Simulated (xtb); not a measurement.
H$_{6}$AlO$_{2}$Si$_{2}$ (SMILES [SiH3][O][Al][O][SiH3]), doublet, geometry from GFN2-xTB (such geometries of metal compounds can be far from the true shape) (the spin is typed, not shown lowest); GFN2-xTB with ALPB(chcl3) run with xtb 6.7.1.

The xtb input:
```
$ xtb mol.xyz --gfn 2 --uhf 1 --alpb chcl3 --json

# file mol.xyz
11

Al    -0.02698009    -0.40702412     0.04274690
O     -1.39877031     0.07977984     0.89955735
Si    -2.72988943     0.55834387     1.73074908
H     -2.74818189    -0.22675223     2.96476467
H     -3.87857814     0.26998013     0.87225771
H     -2.57225849     1.98996200     1.98552104
O      1.38427311    -0.29244768    -0.87818295
Si     2.75557733    -0.17311954    -1.77079069
H      2.54611838    -0.99960202    -2.95937437
H      3.84060494    -0.67649878    -0.92880390
H      2.91938344     1.24242671    -2.10048748
```

Output, abridged:

```
   ID    Z sym.   atoms
    1   13 Al     1
    2    8 O      2, 7
    3   14 Si     3, 8
    4    1 H      4-6, 9-11

           -------------------------------------------------
          |                Calculation Setup                |
           -------------------------------------------------

           -------------------------------------------------
          |                 G F N 2 - x T B                 |
           -------------------------------------------------

      * Solvation model:               ALPB
        Solvent                        chcl3
        Parameter file                 internal GFN2-xTB/ALPB
        Dielectric constant                4.8100E+00
        Reference state                gsolv [1 M gas/solution]
        Free energy shift                  3.8910E-03 Eh       2.4417E+00 kcal/mol
        Temperature                        2.9815E+02 K
        Density                            1.4900E+00 kg/L
        Solvent mass                       1.1938E+02 g/mol
        Interaction kernel             P16
        Born radius scaling (c1)           1.3274E+00
        Born radii integrator          GBOBC
        Born offset                        0.0000E+00 a0       0.0000E+00 AA
        H-bond correction              false
        Ion screening                  false
        Surface tension                    1.0000E-05 Eh       1.5569E+01 dyn/cm
        Grid points                               230 per atom

          ...................................................
          :                      SETUP                      :
          :.................................................:
          :  # basis functions                  44          :
          :  # atomic orbitals                  41          :
          :  # shells                           19          :
          :  # electrons                        29          :
          :  max. iterations                   250          :
          :  Hamiltonian                  GFN2-xTB          :
          :  restarted?                      false          :
          :  GBSA solvation                   true          :
          :  PC potential                    false          :
          :  electronic temp.          300.0000000     K    :
          :  accuracy                    1.0000000          :
          :  -> integral cutoff          0.2500000E+02      :
          :  -> integral neglect         0.1000000E-07      :
          :  -> SCF convergence          0.1000000E-05 Eh   :
          :  -> wf. convergence          0.1000000E-03 e    :
          :  Broyden damping             0.4000000          :
          :  net charge                          0          :
          :  unpaired electrons                  1          :
          ...................................................

 iter      E             dE          RMSdq      gap      omega  full diag
   1    -15.8828590 -0.158829E+02  0.119E+01    2.88       0.0  T
   2    -16.0206402 -0.137781E+00  0.461E+00    2.93       1.0  T
   3    -16.0268087 -0.616847E-02  0.402E+00    3.92       1.0  T
   4    -16.0300536 -0.324488E-02  0.215E+00    4.11       1.0  T
   5    -16.0299141  0.139444E-03  0.851E-01    3.96       1.0  T
   6    -16.0310305 -0.111635E-02  0.250E-01    3.95       1.0  T
   7    -16.0310242  0.630506E-05  0.135E-01    3.93       1.0  T
   8    -16.0310451 -0.209901E-04  0.420E-02    3.93       1.0  T
   9    -16.0310461 -0.951416E-06  0.108E-02    3.93       2.8  T
  10    -16.0310462 -0.138867E-06  0.162E-03    3.93      18.6  T
  11    -16.0310462  0.337373E-08  0.132E-03    3.93      22.8  T
  12    -16.0310462 -0.432074E-08  0.411E-04    3.93      73.4  T
  13    -16.0310462 -0.388127E-09  0.205E-04    3.93     146.8  T

   *** convergence criteria satisfied after 13 iterations ***

         :::::::::::::::::::::::::::::::::::::::::::::::::::::
         ::                     SUMMARY                     ::
[...]
         :: total energy             -15.926571398010 Eh    ::
[...]
        16                         -0.1821129              -4.9555 (LUMO)
        17                         -0.1800594              -4.8997
        18                         -0.1798360              -4.8936
        19                         -0.1659149              -4.5148
        20                         -0.1647659              -4.4835
        21                         -0.1643700              -4.4727
        22                         -0.1496445              -4.0720
        23                         -0.1469350              -3.9983
        24                         -0.1195849              -3.2541
        25                         -0.1071398              -2.9154
        26                         -0.0446760              -1.2157
       ...                                ...                  ...
        41                          1.2644232              34.4067
      -------------------------------------------------------------
                  HL-Gap            0.1443814 Eh            3.9288 eV
             Fermi-level           -0.3129930 Eh           -8.5170 eV

     #   Z          covCN         q      C6AA      α(0)
     1  13 Al       1.572     0.424   192.093    34.057
     2   8 O        1.504    -0.469    22.372     6.378
     3  14 Si       3.576     0.519    98.025    19.039
     4   1 H        0.918    -0.085     5.074     3.523
     5   1 H        0.918    -0.086     5.113     3.537
     6   1 H        0.919    -0.089     5.200     3.566
     7   8 O        1.504    -0.469    22.371     6.378
     8  14 Si       3.576     0.519    98.024    19.039
     9   1 H        0.918    -0.086     5.087     3.528
    10   1 H        0.918    -0.086     5.099     3.532
    11   1 H        0.919    -0.089     5.203     3.567

 Mol. C6AA /au·bohr⁶  :       3092.789565
 Mol. C8AA /au·bohr⁸  :     149237.307649
 Mol. α(0) /au        :        106.143955

Wiberg/Mayer (AO) data.
largest (>0.10) Wiberg bond orders for each atom

 ---------------------------------------------------------------------------
     #   Z sym  total        # sym  WBO       # sym  WBO       # sym  WBO
 ---------------------------------------------------------------------------
     1  13 Al   2.789 --     2 O    1.282     7 O    1.281     8 Si   0.104
                             3 Si   0.104
     2   8 O    2.369 --     1 Al   1.282     3 Si   0.985
     3  14 Si   3.776 --     2 O    0.985     4 H    0.893     5 H    0.893
                             6 H    0.892     1 Al   0.104
     4   1 H    0.992 --     3 Si   0.893
     5   1 H    0.992 --     3 Si   0.893
     6   1 H    0.992 --     3 Si   0.892
     7   8 O    2.369 --     1 Al   1.281     8 Si   0.986
     8  14 Si   3.776 --     7 O    0.986     9 H    0.893    10 H    0.893
                            11 H    0.892     1 Al   0.104
     9   1 H    0.992 --     8 Si   0.893
    10   1 H    0.992 --     8 Si   0.893
    11   1 H    0.992 --     8 Si   0.892
 ---------------------------------------------------------------------------

Topologies differ in total number of bonds
Writing topology from bond orders to xtbtopo.mol

molecular dipole:
                 x           y           z       tot (Debye)
 q only:       -0.003      -0.041       0.006
   full:       -0.006      -0.092       0.011       0.237
molecular quadrupole (traceless):
                xx          xy          yy          xz          yz          zz
 q only:        3.741      -0.958      -3.143      -4.694       0.581      -0.598
  q+dip:       -0.287       0.067       0.305       0.271      -0.063      -0.018
   full:        0.012      -0.004       0.034      -0.069      -0.011      -0.046

           -------------------------------------------------
          | TOTAL ENERGY              -15.926571398010 Eh   |
          | GRADIENT NORM               0.006664190099 Eh/α |
          | HOMO-LUMO GAP               3.928817792288 eV   |
           -------------------------------------------------

normal termination of xtb
```
